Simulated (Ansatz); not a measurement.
Consider the formal loss of a carbene: `CC[O][GeH3]` → `C[O][GeH3]` + `[CH2]` (triplet).

Program: Ansatz. Geometries: PBE0-D4/def2-TZVP. ΔE: electronic, gas phase. CCSD(T)/CBS adds triple-zeta CCSD(T) − MP2 to the extrapolated MP2 energy (def2 sets, frozen cores). This one scheme is used for every species. Functionals use def2-TZVPP. B3LYP here is the variant with VWN-RPA as its local correlation; programs differ in this. HSE06 is defined as in plane-wave codes. Triplets are unrestricted, without spin–orbit coupling. For Ge outer-core shells are correlated without core-valence functions, which leaves a few kJ/mol of doubt a bond. Scalar relativity is left out up to krypton. One conformer a species, not always the lowest.

| level | ΔE (kJ/mol) | difference from CCSD(T)/CBS |
| --- | --- | --- |
| LDA (SPW92) | 523.9 | 73.9 |
| PBE-D4 | 454.4 | 4.4 |
| revPBE-D4 | 440.8 | -9.2 |
| BLYP-D4 | 440.1 | -9.9 |
| r2SCAN-D4 | 427.0 | -23.0 |
| B97M-V | 450.5 | 0.5 |
| PBE0-D4 | 446.4 | -3.6 |
| B3LYP-D4 | 440.9 | -9.1 |
| r2SCANh-D4 | 425.4 | -24.6 |
| r2SCAN0-D4 | 423.3 | -26.7 |
| HSE06-D4 | 446.7 | -3.3 |
| BHLYP-D4 | 430.3 | -19.7 |
| CAM-B3LYP-D4 | 446.8 | -3.2 |
| ωB97X-V | 459.8 | 9.8 |
| ωB97M-V | 451.7 | 1.7 |
| PBE | 448.7 | -1.3 |
| BLYP | 427.8 | -22.2 |
| r2SCAN | 425.4 | -24.6 |
| PBE0 | 441.5 | -8.5 |
| B3LYP | 432.0 | -18.0 |
| r2SCANh | 423.7 | -26.3 |
| r2SCAN0 | 421.4 | -28.6 |
| HSE06 | 442.2 | -7.8 |
| BHLYP | 424.0 | -26.0 |
| CAM-B3LYP | 441.8 | -8.2 |
| LC-ωPBE | 437.8 | -12.2 |
| RPA@PBE/def2-TZVPP | 431.6 | -18.4 |
| HF/def2-SVP | 311.4 | -138.6 |
| MP2/def2-SVP | 444.2 | -5.8 |
| CCSD/def2-SVP | 426.8 | -23.2 |
| CCSD(T)/def2-SVP | 435.2 | -14.8 |
| HF/def2-TZVPP | 303.1 | -146.9 |
| SCS-MP2/def2-TZVPP | 451.6 | 1.6 |
| CCSD/def2-TZVPP | 427.7 | -22.3 |
| CCSD(T)/def2-TZVPP | 438.8 | -11.2 |
| HF/def2-QZVPP | 303.1 | -146.9 |
| MP2/def2-QZVPP | 457.9 | 7.9 |
| HF/CBS(def2) | 303.1 | -146.9 |
| MP2/CBS(def2) | 462.7 | 12.7 |
| CCSD/CBS(def2) | 439.0 | -11.0 |
| CCSD(T)/CBS | 450.0 | 0 |

Largest T1 diagnostic among the species: 0.011.

From PBE to PBE0 (25 % exact exchange), in def2-TZVPP and without D4, ΔE moves by −7.2 kJ/mol. Leaving LDA and LC-ωPBE aside and taking each functional with its dispersion term where it has one, the values spread over 36.5 kJ/mol, from r2SCAN0-D4 to ωB97X-V. LDA lies +75.1 kJ/mol from PBE without D4. In def2-TZVPP, CCSD(T) changes the Hartree–Fock value by +135.6 kJ/mol (the triples alone add +11.0 kJ/mol) and MP2 by +148.3 kJ/mol.
